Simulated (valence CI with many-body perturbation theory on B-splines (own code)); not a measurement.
## Questions on In15+

Method: valence CI with perturbative core correlation (CI+MBPT): six valence electrons over a frozen Dirac-Fock core [Ar] 3d10, radial functions for each j: 9 s, 9 p, 8 d, 6 f, 3 g, 1 h, with the one-electron correlation potential Σ1 (screened to all orders), the two-electron term Σ2, the three-electron term Σ3, Breit, model QED; selected single and double excitations, second order for the rest, scaled by the run's own slope (own B-spline code, finite nucleus).

No measured spectrum was set against this ion. As an estimate, levels hold to about 250 cm⁻¹ or 0.2 % of their energy and the worst to 1 %, as in measured heavy ions of charge 2 to 7; those with d or f electrons hold less well. Among the levels kept, up to 1200 cm⁻¹ of a level comes from second order outside the variational space, and about a tenth of that is noise between levels of different J, which matters for small intervals.

Names give the largest LS component (configuration and term), which can be under half, so a name can repeat, a term be missing and a line seem to break the LS rules; names also repeat where a configuration has a term twice.

Rates and lifetimes use the calculated energies. Strong lines usually hold to 10 to 20 %, long lifetimes can be off by a factor of two.

(1) What is the ground level?

(2) Where does the other parity begin?

(3) What is the ionisation energy?

(4) How well does LS coupling describe the low levels?

(5) Among levels below 725890 cm⁻¹, which E1 lines absorb most strongly from the ground level?

(6) Name the longest-lived excited levels whose lifetime is computed, and their main decay.

(7) What are the static dipole polarisabilities of the lowest levels?

Answers

(1) 4s²4p⁴ ³P_2, composition 78 % 4s²4p⁴ ³P + 19 % 4s²4p⁴ ¹D, g = 1.400.

(2) At 4s4p⁵ ³P°_2, 393340 cm⁻¹.

(3) 397.74 eV; NIST lists 396 ± 3 eV (theoretical).

(4) Among the lowest 20 levels the leading LS term, summed over configurations, holds 70 % on average. For single configurations the figures are 65 % in LS and 72 % in jj coupling. Terms mix most in the J = 3 level at 579900 cm⁻¹, where the leading one holds 31 %.

(5) to 4s²4p³4d ³D°_3 at 14.20 nm, f = 1.42; to 4s²4p³4d ³P°_2 at 14.62 nm, f = 0.639; to 4s²4p³4d ³P°_1 at 14.58 nm, f = 0.346.

(6) 4s²4p⁴ ³P_0 at 30339 cm⁻¹ lives 1.15 s, mostly by E2 to 4s²4p⁴ ³P_2; 4s²4p³4d ⁵D°_4 at 542250 cm⁻¹ lives 3.09 ms, mostly by M2 to 4s²4p⁴ ³P_2; 4s²4p³4d ³G°_4 at 605490 cm⁻¹ lives 331 μs, mostly by M1 to 4s²4p³4d ⁵D°_4. The lifetime of 4s²4p³4d ³F°_4 is too uncertain to give, and may be longer. The lifetime of 4s²4p³4d ¹G°_4 is too uncertain to give, and may be longer. The lifetime of 4s²4p³4d ³G°_5 is too uncertain to give, and may be longer.

(7) 4s²4p⁴ ³P_2 0.426 (tensor 0.012); 4s²4p⁴ ³P_0 0.425; 4s²4p⁴ ³P_1 0.440 (tensor -0.013); 4s²4p⁴ ¹D_2 0.438 (tensor -0.036) bohr³, of which the core gives 0.0208.
